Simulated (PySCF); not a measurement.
Worked example: refractive index and permittivity of the vapour

Sn(Cl)(Me) (CH₃ClSn), SMILES [Sn]([CH3])[Cl] (connectivity only; charge and spin as stated), neutral, multiplicity 1.

The structure is a stationary point at B3LYP-D3(BJ)/def2-SVP. The def2 effective core potentials stand for the cores of Sn; spin–orbit coupling is left out.

CAM-B3LYP/def2-TZVPD (PySCF) gives a mean static polarisability of 72.9 bohr³ and a dipole moment of 3.27 D. Take an ideal gas at 298.15 K and 0.1 bar, whether or not the substance is that volatile.

### Question
Work out n − 1 in the optical limit and the static ε − 1.

### Answer

Polarisability volume α' = 72.9 × 0.148185 = 10.80 Å³. Number density N = p/kT = 2.43e-6 Å⁻³.
Dilute limit of Lorentz–Lorenz: n − 1 = 2π N α' = 0.00016.
Orientation term of Debye: μ²/(3kT) = 8.098 Å³ × μ²(D²) = 86.59 Å³.
ε − 1 = 4π N (α' + μ²/3kT) = 0.0030. Orientation of the dipole supplies 89 % of the static response; it can't follow optical fields. Vibrational polarisation and dispersion are left out.
